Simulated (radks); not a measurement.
Values are calculated unless marked as measured or tabulated.
The iodine anion I-, [Xe], held by a Watson sphere: a shell of charge +1 at radius R that stands for the Madelung well of a crystal (potential energy -1/R inside, -1/r outside, in hartree with lengths in bohr). Level of theory: scalar-relativistic Kohn-Sham, LDA (Slater exchange, VWN5 correlation), spin-polarised, spherical densities, finite nucleus; Fermi nuclear charge, rms radius of each element as measured or else 0.836 A^(1/3) + 0.57 fm (a radial shooting solver on a logarithmic mesh with Libxc functionals). Response by self-consistent Sternheimer equations with the Hartree and adiabatic LDA kernel, the relativistic mass of each level held fixed and spin-orbit coupling left out. The sphere does not respond.

| R (bohr) | e(4d) (eV) | e(5s) (eV) | e(5p) (eV) | <r> 5p (bohr) | sum of <r^2> (bohr^2) | X-ray form factor at sin(theta)/lambda = 0.1 1/angstrom | alpha (bohr^3) |
|---|---|---|---|---|---|---|---|
| 2.37 | -49.834 | -18.132 | -7.873 | 2.459 | 68.19 | 49.760 | 35.08 |
| 2.93 | -49.263 | -17.380 | -7.353 | 2.527 | 70.88 | 49.649 | 40.41 |
| 4.92 | -47.606 | -15.324 | -5.412 | 2.659 | 76.70 | 49.462 | 60.96 |
| 5.12 | -47.456 | -15.163 | -5.249 | 2.665 | 77.01 | 49.455 | 62.68 |
| 5.73 | -47.031 | -14.716 | -4.797 | 2.678 | 77.76 | 49.440 | 67.34 |
| 5.82 | -46.972 | -14.655 | -4.735 | 2.680 | 77.84 | 49.438 | 67.95 |
